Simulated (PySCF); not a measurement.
All values below come from PySCF with PBE-D3(BJ)/def2-TZVP. Gas-phase values, no solvent. Excitations are Tamm–Dancoff values on a coarser integration grid. The basis has no diffuse functions, so Rydberg states are missing or too high.

Reference species (SMILES): `C=C(F)F` (neutral, multiplicity 1).

The LUMO is -0.69 eV and the HOMO comes out as -6.50 eV. The T1 excitation (TDA) is 4.75 eV.

Changed species: `C(=C\F)/F`.

Q: Predict the effect on the LUMO, HOMO and T1 excitation (TDA).

A: the LUMO drops by 0.20 eV, to -0.89 eV; the HOMO increases by 0.25 eV, to -6.25 eV; the T1 excitation (TDA) decreases by 0.41 eV, to 4.34 eV.
